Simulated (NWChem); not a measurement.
Species: C3H5O2, doublet; SMILES CCO[C]=O

```xyz
10

C     -0.6641    -1.6380     0.3128
C      0.3470    -0.9014    -0.5414
O      0.9811     0.2019     0.2131
C      0.3063     1.3314     0.2888
O     -0.7603     1.6426    -0.1693
H     -1.5090    -0.9759     0.5857
H     -0.1975    -2.0247     1.2400
H     -1.0753    -2.4991    -0.2527
H      1.1980    -1.5441    -0.8358
H     -0.1179    -0.4643    -1.4485
```
Atoms are numbered in this order, from 1.

Results from NWChem. Spin-unrestricted. Geometry: optimised at PBE-D3(BJ)/def2-SVP, spin-unrestricted. No frequency run checked for a minimum. No stability test was run on the SCF state. Level M06-2X/def2-SVP: energy and gradient on several grids; changes count from the extra-fine grid, which is no exact limit either.

```
grid     size of the energy change (μHa)  largest change of a gradient component (μHa/bohr)  time, medium = 1 (rough)
-------  -------------------------------  -------------------------------------------------  ------------------------
xcoarse                            20000                                               6000                       0.5
coarse                               400                                                600                   about 1
medium                                30                                                200                   about 1
fine                                < 10                                                 50                   about 1
xfine                               < 10                                               < 30                         3
```
